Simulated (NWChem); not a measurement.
Everything below was run with NWChem. System: C₂H₅FO₂Si, charge 0, spin multiplicity 1, at a geometry optimised with B3LYP/def2-SVP. The structure started from a generated list of species. Level: MP2/def2-SVP, 10 core orbitals frozen.

Job file:

```
start mol
memory heap 200 mb stack 800 mb global 1000 mb
geometry units angstroms nocenter noautoz
  O     -2.648291     0.075166     0.000000
  Si    -1.375384    -0.976585     0.000000
  O      0.006291    -0.023473     0.000000
  C      1.311921    -0.383779     0.000000
  C      2.311548     0.503242     0.000000
  F      2.106563     1.825455     0.000000
  H     -2.439541     1.017163     0.000000
  H     -1.397385    -1.831228     1.217987
  H     -1.397385    -1.831228    -1.217987
  H      1.562327    -1.451377     0.000000
  H      3.363474     0.209435     0.000000
  symmetry group Cs
end
basis spherical
  * library def2-svp
end
scf
  rhf
  nopen 0
  maxiter 100
  thresh 1e-7
  semidirect memsize 60000000 filesize 0
end
mp2
  freeze core 10
end
task mp2 energy
```

Output (cleaned and shortened):

```
             Northwest Computational Chemistry Package (NWChem) 7.3.0
             --------------------------------------------------------

                                NWChem Input Module
                                -------------------

 Scaling coordinates for geometry "geometry" by  1.889725989
 (inverse scale =  0.529177249)

 Turning off AUTOSYM since
 SYMMETRY directive was detected!

                             Geometry "geometry" -> ""
                             -------------------------

 Output coordinates in angstroms (scale by  1.889725989 to convert to a.u.)

  No.       Tag          Charge          X              Y              Z
 ---- ---------------- ---------- -------------- -------------- --------------
    1 O                    8.0000    -2.64829100     0.07516600     0.00000000
    2 Si                  14.0000    -1.37538400    -0.97658500     0.00000000
    3 O                    8.0000     0.00629100    -0.02347300     0.00000000
    4 C                    6.0000     1.31192100    -0.38377900     0.00000000
    5 C                    6.0000     2.31154800     0.50324200     0.00000000
    6 F                    9.0000     2.10656300     1.82545500     0.00000000
    7 H                    1.0000    -2.43954100     1.01716300     0.00000000
    8 H                    1.0000    -1.39738500    -1.83122800     1.21798700
    9 H                    1.0000    -1.39738500    -1.83122800    -1.21798700
   10 H                    1.0000     1.56232700    -1.45137700     0.00000000
   11 H                    1.0000     3.36347400     0.20943500     0.00000000

 Effective nuclear repulsion energy (a.u.)     292.4628724338

            Nuclear Dipole moment (a.u.)
            ----------------------------
        X                 Y               Z
 ---------------- ---------------- ----------------
    -0.0000094486    -0.0000151178     0.0000000000

      Symmetry information
      --------------------

 Group name             Cs
 Group number              2
 Group order               2
 No. of unique centers    10

      Symmetry unique atoms
[...]
     1   1 0 0      0.478739      0.000000     -0.000009
     1   0 1 0     -0.679316      0.000000     -0.000015
     1   0 0 1      0.000000      0.000000      0.000000

     2   2 0 0    -31.475856      0.000000    673.241262
     2   1 1 0     -4.461593      0.000000    203.021427
     2   1 0 1      0.000000      0.000000      0.000000
     2   0 2 0    -30.987730      0.000000    198.862716
     2   0 1 1     -0.000000      0.000000      0.000000
     2   0 0 2    -32.581759      0.000000     10.595293

                   NWChem MP2 Semi-direct Energy/Gradient Module
                   ---------------------------------------------

  Basis functions       =    113
  Molecular orbitals    =    113
  Frozen core           =     10
  Frozen virtuals       =      0
  Active alpha occupied =     18
  Active beta occupied  =     18
  Active alpha virtual  =     85
  Active beta virtual   =     85
  Use MO symmetry       = T
  Use skeleton AO sym   = T

  AO/Fock/Back tols     =   1.0D-09  1.0D-09  1.0D-09

 GA uses MA = F    GA memory limited = T

 Available:
  local mem=  1.15D+08
 global mem=  1.31D+08
 local disk=  0.00D+00
  mp2_memr nvloc                    85
  nvloc new                    85
   1 passes of  18:        3145728                      65063                  29740932.
   1 passes of  18: M    114683621           G      131046462           F     111537893.

 Semi-direct pass number   1 of   1  for RHF alpha+beta  at        3.1s
  vrange nnbf                  5713
  mp2_eaftype                   113  avail_ma_in_mb                   999
 EAF : mp2_eaftype filesize         113   14870466.
  mp2_eaf for mointskh                    113
Node 0 wrote     69.9 Mb in      0.0 s     Agg I/O rate:  1829.3 Mb/s
 Done moints_semi at        7.4s
  mp2_eaftype                   113  avail_ma_in_mb                   886
 EAF : mp2_eaftype filesize         113   14870466.
  mp2_eaf for kh                   113
 Done maket at        7.8s
 Done multipass loop at        7.8s

          -------------------------------------------
          SCF energy                -616.434200985074
          Correlation energy          -0.904924228345
          Singlet pairs               -0.560366515282
          Triplet pairs               -0.344557713063
          Total MP2 energy          -617.339125213419
          -------------------------------------------

          ---------------------------------------------------
                    Spin Component Scaled (SCS) MP2
          Same spin pairs                     -0.229705142042
          Same spin scaling factor             0.333333333333
          Opposite spin pairs                 -0.675219086303
          Opposite spin scaling fact.          1.200000000000
          SCS-MP2 correlation energy          -0.886831284244
          Total SCS-MP2 energy              -617.321032269318
          ---------------------------------------------------

 -----------------------
 Performance information
 -----------------------

 Timer overhead =  1.93D-07 seconds/call

               Nr. of calls         CPU time (s)                 Wall time (s)                GFlops
             ---------------    -------------------     ------------------------------   -------------------
Name         Min   Avg   Max    Min     Avg     Max     Min     Avg     Max   Mx/calls   Min     Max     Sum
mp2: moin     1     1     1    4.3     4.3     4.3      4.3     4.3     4.3     4.3      0.0     0.0     0.0
mp2: make     1     1     1   0.38    0.38    0.38     0.38    0.38    0.38    0.38      0.0     0.0     0.0
mp2: tota     1     1     1    4.7     4.7     4.7      4.7     4.7     4.7     4.7      0.0     0.0     0.0

 The average no. of pstat calls per process was 3.00D+00
 with a timing overhead of 5.78D-07s

 Task  times  cpu:        7.8s     wall:        7.8s

 Total times  cpu:        7.8s     wall:        7.8s
```
